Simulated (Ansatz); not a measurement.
The first iterations of a band of ClGaHO (4 atoms, charge 0, multiplicity 2).

Computed with Ansatz 0.2.0, UKS BLYP-D4/def2-SVP.

* movable images: 4
* climbing image: no
* spring: 5.0 eV/Å²
* optimiser: quadratic models (default)
* start path: through a guess of the saddle point
* force threshold: 0.05 eV/Å
* iteration limit: 60
* end points: relaxed

Initial state:

```xyz
4
Properties=species:S:1:pos:R:3
O -1.760 -0.134 -0.209
Ga 0.020 0.162 -0.070
Cl 1.059 -1.580 0.719
H 0.737 1.492 -0.460
```

Final state:

```xyz
4
Properties=species:S:1:pos:R:3
O -0.816 0.601 -0.348
Ga 0.835 -0.051 0.122
Cl 0.812 -2.132 0.888
H -0.776 1.521 -0.682
```

| iteration | highest image above the first end (eV) | largest band force component (eV/Å) |
| --- | --- | --- |
| 1 | 3.643 | 13.480 |
| 2 | 1.586 | 5.842 |

Question: Does the band converge within its limit, and where does its top end?

Answer: The forces met the threshold. It ended after 7 iterations with the highest image 0.669 eV above the first end. No image climbed, so the highest image needn't sit at the top of the path.

Run time: 41 s on 2 threads of Arm Neoverse V2, with other jobs on the host, peak memory 0.14 GiB.
